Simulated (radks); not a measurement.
Question: Radial electron density D(r) = 4 pi r^2 rho(r) of an atom or ion with 38 electrons. All-electron calculation, scalar-relativistic Kohn-Sham, revPBE, spin-unpolarised, spherical densities, finite nucleus; Fermi nuclear charge, rms radius of each element as measured or else 0.836 A^(1/3) + 0.57 fm. Program: a radial shooting solver on a logarithmic mesh with Libxc functionals.

```
   r/bohr * D(r) (the largest magnitude, 65.7, reaches the edge; | marks zero)
 0.001198 |*
 0.001373 |*
  0.00156 | *
 0.001787 | *
 0.002031 | *
 0.002327 |  *
 0.002666 |   *
  0.00303 |    *
 0.003472 |     *
 0.003946 |      *
 0.004521 |        *
 0.005138 |          *
 0.005886 |            *
 0.006744 |               *
 0.007665 |                  *
 0.008781 |                      *
 0.009981 |                         *
  0.01143 |                             *
   0.0131 |                                 *
  0.01489 |                                    *
  0.01706 |                                       *
  0.01939 |                                          *
  0.02221 |                                           *
  0.02545 |                                           *
  0.02892 |                                           *
  0.03314 |                                         *
  0.03766 |                                       *
  0.04315 |                                     *
  0.04904 |                                     *
  0.05618 |                                     *
  0.06437 |                                        *
  0.07316 |                                            *
  0.08382 |                                                 *
  0.09526 |                                                    *
   0.1091 |                                                      *
    0.125 |                                                    *
   0.1421 |                                                *
   0.1628 |                                         *
   0.1851 |                                    *
    0.212 |                                 *
    0.241 |                                  *
   0.2761 |                                     *
   0.3163 |                                        *
   0.3595 |                                         *
   0.4118 |                                     *
   0.4681 |                              *
   0.5363 |                     *
   0.6144 |              *
   0.6983 |          *
      0.8 |         *
   0.9093 |        *
    1.042 |        *
    1.193 |       *
    1.356 |      *
    1.554 |   *
    1.766 |  *
    2.024 |*
      2.3 |*
    2.635 *
    3.019 *
    3.431 *
    3.931 *
    4.468 *
    5.119 *
```

What is the nuclear charge?

Answer: Z = 42. The innermost maximum, from 1s, lies near gamma/Z bohr with gamma = sqrt(1 - (Z/c)^2) = 0.952, here 0.0227 bohr (found: 0.0246), and its height grows with Z. The density is that of the molybdenum ion Mo4+ in [Kr] 4d2; the configuration itself is not fixed sharply by these data, and Z only to a few units. D(r) has 4 maxima, at r = 0.0246, 0.109, 0.343, 0.954 bohr, and minima at 0.0494, 0.219, 0.860 bohr, inside which lie 2.02, 11.05, 29.44 electrons.
